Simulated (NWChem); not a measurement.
System: C3H7S, doublet; SMILES C[C](S)C

The following NWChem deck was run.

```
start job
memory heap 200 mb stack 900 mb global 1100 mb
geometry units angstroms noautosym nocenter noautoz
  C      1.304920    -1.088943    -0.028465
  C      0.006444    -0.380606     0.153500
  C     -1.283211    -1.104924    -0.016708
  S      0.072540     1.355716    -0.062104
  H      1.519810    -1.318254    -1.092647
  H      1.296131    -2.051883     0.508296
  H      2.151014    -0.496277     0.353019
  H     -2.120109    -0.586424     0.479678
  H     -1.565003    -1.220936    -1.083657
  H     -1.215718    -2.118112     0.411598
  H     -1.203250     1.626752     0.291880
end
basis spherical
  * library 6-31g*
end
dft
  odft
  mult 2
  xc m05-2x
  iterations 150
end
cosmo
  do_cosmo_smd true
  solvent methanol
end
task dft energy
```

The geometry was optimised at PBE0/def2-SVP, spin-unrestricted. No frequency run checked for a minimum. No stability test was run on the SCF state. Solvent: methanol.

Level: M05-2X/6-31G* with SMD (1 M gas to 1 M solution), gas-phase geometry. Reactions with the solvent are ignored.

**Question.** Predict the main results of this run. (M05-2X/6-31G* (spherical d), spin-unrestricted, SMD on the gas-phase geometry.) Quantities: solvation free energy (kcal/mol); cavity-dispersion-structure term (kcal/mol); dipole in solution (D).

**Answer.** 
```json
{
 "solvation free energy (kcal/mol)": "-4.2",
 "cavity-dispersion-structure term (kcal/mol)": "-1.1",
 "dipole in solution (D)": "1.86"
}
```
